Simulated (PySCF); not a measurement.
(2R)-1-silyloxypropan-2-ol (C3H10O2Si), SMILES O(C[C@H](O)C)[SiH3].

Coordinates come from a PBE-D3(BJ)/def2-SVP optimisation. The values are those of a single conformer.

Computed with PySCF with PBE-D3(BJ)/def2-SVP.

Frequencies are harmonic and unscaled.

Computed harmonic wavenumbers and intensities:
```json
[
 {"mode": "1", "ν (cm⁻¹)": "38", "IR (km/mol)": "0.3", "moving atoms (share of kinetic energy)": "O 42 %, H 25 %, C 17 %, Si 16 %"},
 {"mode": "2", "ν (cm⁻¹)": "94", "IR (km/mol)": "1.4", "moving atoms (share of kinetic energy)": "H 74 %, O 16 %, C 10 %"},
 {"mode": "3", "ν (cm⁻¹)": "136", "IR (km/mol)": "1.2", "moving atoms (share of kinetic energy)": "O 39 %, H 30 %, C 19 %, Si 12 %"},
 {"mode": "4", "ν (cm⁻¹)": "160", "IR (km/mol)": "3.7", "moving atoms (share of kinetic energy)": "H 41 %, O 40 %, C 18 %"},
 {"mode": "5", "ν (cm⁻¹)": "228", "IR (km/mol)": "1.9", "moving atoms (share of kinetic energy)": "O 33 %, H 27 %, Si 22 %, C 18 %"},
 {"mode": "6", "ν (cm⁻¹)": "255", "IR (km/mol)": "0.8", "moving atoms (share of kinetic energy)": "H 84 %, O 10 %"},
 {"mode": "7", "ν (cm⁻¹)": "364", "IR (km/mol)": "0.1", "moving atoms (share of kinetic energy)": "H 46 %, C 37 %, O 16 %"},
 {"mode": "8", "ν (cm⁻¹)": "412", "IR (km/mol)": "12.8", "moving atoms (share of kinetic energy)": "H 56 %, C 28 %, O 15 %"},
 {"mode": "9", "ν (cm⁻¹)": "463", "IR (km/mol)": "133.6", "moving atoms (share of kinetic energy)": "H 65 %, O 25 %, C 9 %"},
 {"mode": "10", "ν (cm⁻¹)": "584", "IR (km/mol)": "5.1", "moving atoms (share of kinetic energy)": "C 44 %, H 31 %, Si 14 %, O 11 %"},
 {"mode": "11", "ν (cm⁻¹)": "682", "IR (km/mol)": "43.8", "moving atoms (share of kinetic energy)": "H 83 %, Si 9 %"},
 {"mode": "12", "ν (cm⁻¹)": "699", "IR (km/mol)": "36.8", "moving atoms (share of kinetic energy)": "H 79 %, Si 10 %"},
 {"mode": "13", "ν (cm⁻¹)": "800", "IR (km/mol)": "29.0", "moving atoms (share of kinetic energy)": "C 37 %, O 32 %, H 23 %"},
 {"mode": "14", "ν (cm⁻¹)": "824", "IR (km/mol)": "0.9", "moving atoms (share of kinetic energy)": "C 40 %, H 36 %, O 19 %"},
 {"mode": "15", "ν (cm⁻¹)": "896", "IR (km/mol)": "59.6", "moving atoms (share of kinetic energy)": "H 93 %"},
 {"mode": "16", "ν (cm⁻¹)": "901", "IR (km/mol)": "4.7", "moving atoms (share of kinetic energy)": "H 63 %, C 36 %"},
 {"mode": "17", "ν (cm⁻¹)": "916", "IR (km/mol)": "122.0", "moving atoms (share of kinetic energy)": "H 92 %"},
 {"mode": "18", "ν (cm⁻¹)": "943", "IR (km/mol)": "110.9", "moving atoms (share of kinetic energy)": "H 78 %, C 12 %"},
 {"mode": "19", "ν (cm⁻¹)": "948", "IR (km/mol)": "209.4", "moving atoms (share of kinetic energy)": "H 57 %, O 17 %, C 17 %, Si 9 %"},
 {"mode": "20", "ν (cm⁻¹)": "1006", "IR (km/mol)": "82.9", "moving atoms (share of kinetic energy)": "H 51 %, C 27 %, O 20 %"},
 {"mode": "21", "ν (cm⁻¹)": "1068", "IR (km/mol)": "101.1", "moving atoms (share of kinetic energy)": "H 39 %, C 31 %, O 29 %"},
 {"mode": "22", "ν (cm⁻¹)": "1113", "IR (km/mol)": "38.4", "moving atoms (share of kinetic energy)": "C 48 %, H 38 %, O 13 %"},
 {"mode": "23", "ν (cm⁻¹)": "1127", "IR (km/mol)": "103.4", "moving atoms (share of kinetic energy)": "C 39 %, H 36 %, O 24 %"},
 {"mode": "24", "ν (cm⁻¹)": "1224", "IR (km/mol)": "17.7", "moving atoms (share of kinetic energy)": "H 86 %, C 11 %"},
 {"mode": "25", "ν (cm⁻¹)": "1262", "IR (km/mol)": "1.5", "moving atoms (share of kinetic energy)": "H 61 %, C 37 %"},
 {"mode": "26", "ν (cm⁻¹)": "1303", "IR (km/mol)": "4.9", "moving atoms (share of kinetic energy)": "H 77 %, C 23 %"},
 {"mode": "27", "ν (cm⁻¹)": "1335", "IR (km/mol)": "11.6", "moving atoms (share of kinetic energy)": "H 63 %, C 36 %"},
 {"mode": "28", "ν (cm⁻¹)": "1346", "IR (km/mol)": "25.2", "moving atoms (share of kinetic energy)": "H 76 %, C 23 %"},
 {"mode": "29", "ν (cm⁻¹)": "1374", "IR (km/mol)": "54.3", "moving atoms (share of kinetic energy)": "H 83 %, C 12 %"},
 {"mode": "30", "ν (cm⁻¹)": "1410", "IR (km/mol)": "11.6", "moving atoms (share of kinetic energy)": "H 93 %"},
 {"mode": "31", "ν (cm⁻¹)": "1423", "IR (km/mol)": "4.1", "moving atoms (share of kinetic energy)": "H 93 %"},
 {"mode": "32", "ν (cm⁻¹)": "1428", "IR (km/mol)": "15.3", "moving atoms (share of kinetic energy)": "H 91 %, C 9 %"},
 {"mode": "33", "ν (cm⁻¹)": "2150", "IR (km/mol)": "86.1", "moving atoms (share of kinetic energy)": "H 98 %"},
 {"mode": "34", "ν (cm⁻¹)": "2151", "IR (km/mol)": "129.2", "moving atoms (share of kinetic energy)": "H 96 %"},
 {"mode": "35", "ν (cm⁻¹)": "2206", "IR (km/mol)": "95.1", "moving atoms (share of kinetic energy)": "H 96 %"},
 {"mode": "36", "ν (cm⁻¹)": "2921", "IR (km/mol)": "34.0", "moving atoms (share of kinetic energy)": "H 95 %"},
 {"mode": "37", "ν (cm⁻¹)": "2972", "IR (km/mol)": "7.8", "moving atoms (share of kinetic energy)": "H 97 %"},
 {"mode": "38", "ν (cm⁻¹)": "2977", "IR (km/mol)": "36.6", "moving atoms (share of kinetic energy)": "H 91 %, C 9 %"},
 {"mode": "39", "ν (cm⁻¹)": "2981", "IR (km/mol)": "38.4", "moving atoms (share of kinetic energy)": "H 92 %, C 8 %"},
 {"mode": "40", "ν (cm⁻¹)": "3062", "IR (km/mol)": "21.1", "moving atoms (share of kinetic energy)": "H 91 %, C 9 %"},
 {"mode": "41", "ν (cm⁻¹)": "3082", "IR (km/mol)": "12.9", "moving atoms (share of kinetic energy)": "H 91 %, C 9 %"},
 {"mode": "42", "ν (cm⁻¹)": "3639", "IR (km/mol)": "39.9", "moving atoms (share of kinetic energy)": "H 94 %"}
]
```
